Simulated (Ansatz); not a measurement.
Geometry optimisation, UKS B3LYP/def2-SVP (Ansatz).

Input file:

```yaml
crystal:
  periodic: [false, false, false]
  atoms:
    - { symbol: Ge, position_ang: [0.0, 0.0, 0.0] }
    - { symbol: H, position_ang: [0.0, 0.0, 1.8] }
    - { symbol: H, position_ang: [1.4616, 0.0, -0.5162] }
    - { symbol: O, position_ang: [-0.8337, 1.4443, -0.5894] }
    - { symbol: H, position_ang: [-1.7915, 1.2136, -0.8118] }
    - { symbol: O, position_ang: [-0.8337, -1.4443, -0.5894] }
    - { symbol: H, position_ang: [-1.2883, -1.91, 0.183] }
    - { symbol: C, position_ang: [0.0, 0.0, 3.21] }
    - { symbol: H, position_ang: [-0.5653, -0.8805, 3.5805] }
    - { symbol: H, position_ang: [1.0452, -0.0494, 3.5805] }
    - { symbol: H, position_ang: [-0.4798, 0.9298, 3.5805] }
magnetization:
  spin_polarized: true
  initial_magnetization: 1
basis:
  gaussian: { orbitals: def2-SVP }
hamiltonian:
  xc: b3lyp
relax:
  f_tol: 0.15
  max_steps: 25
  restrain:
    - { distance: [1, 7], at: 1.11, k: 30.0 }
    - { distance: [0, 1], at: 2.75, k: 30.0 }
```

Command:

```bash
$ ansatz run input.yaml --threads 4 --pin off --max-ram 5120MiB --backend cpu --events-out ev --progress --plain --runs-dir out
```

Q: Where does it end, and by what steps?

A: The forces met the threshold. The restraints hold the end off the free minimum. After 9 steps the energy has fallen by 1.151 eV (the restraints' own energy left out); H2 moved furthest, 0.64 Å. Joined: H2–C8 (1.41 → 1.11 Å).

```tsv
step	energy less start (eV)	largest force component (eV/Å)	accepted
0	0.0000	2.281	yes
1	-0.4408	2.270	yes
2	-0.3376	3.014	yes
3	-0.7325	2.321	yes
4	-1.0603	0.655	yes
5	-1.1188	0.360	yes
6	-1.1347	0.487	yes
7	-1.1488	0.282	yes
8	-1.1468	0.454	no
9	-1.1515	0.234	yes
```

```xyz
11
Properties=species:S:1:pos:R:3
Ge -0.014 -0.016 -0.310
H 0.021 0.011 2.445
H 1.372 -0.019 -1.045
O -0.814 1.414 -1.034
H -1.780 1.382 -0.962
O -0.969 -1.451 -0.843
H -1.177 -2.068 -0.126
C 0.019 0.011 3.551
H -0.506 -0.882 3.920
H 1.056 0.004 3.918
H -0.492 0.915 3.913
```

Time of the run: 26 s on 4 threads of Arm Neoverse V1 (shared host), peak memory 0.35 GiB.
